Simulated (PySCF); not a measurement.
**Computed vibrations of [Tl(H2O)2]3+**

[Tl(H2O)2]3+ (singlet). PySCF 2.14.0, RKS PBE0, Tl def2-SVP with ECP60, O def2-SVP, H def2-SVP; non-relativistic Hamiltonian with scalar-relativistic core potentials where named; density fitting; no spin-orbit coupling. Central differences of gradients.

```xyz
7

Tl    0.0000    0.0000    0.0000
O     0.0000    0.0000    2.0669
H     0.5924    0.5924    2.6240
H    -0.5924   -0.5924    2.6240
O     0.0000    0.0000   -2.0669
H     0.5924   -0.5924   -2.6240
H    -0.5924    0.5924   -2.6240
```

Run from Python with OMP_NUM_THREADS=2. Where DIIS fails, smearing, a level shift and second-order steps follow.
It took 20 s on 2 threads of AMD EPYC 9R14 (Zen 4), with other jobs on the host.

(1) What are the harmonic wavenumbers and infrared intensities?

(2) Is this a minimum?

Answers

(1) Modes are labelled in D2d; negative numbers are unstable modes, those under 60 cm⁻¹ near the noise; a finer grid moves soft modes by up to 10 cm⁻¹.
```tsv
cm⁻¹	km/mol	symmetry
-211	–	e
-211	–	e
110	0.0	b1
135	123.8	e
135	123.8	e
470	0.0	a1
553	0.5	b2
862	41.7	e
862	41.7	e
1535	54.7	b2
1552	0.0	a1
3279	2406.2	b2
3320	0.0	a1
3391	834.5	e
3391	834.5	e
```

(2) No: 2 unstable; the lowest moves the atoms so:
```
Tl   0.00 -0.01  0.00
O   -0.03  0.09  0.00
H    0.28 -0.21 -0.01
H    0.28 -0.21  0.01
O    0.09  0.12  0.00
H   -0.44 -0.40 -0.01
H   -0.44 -0.40  0.01
```
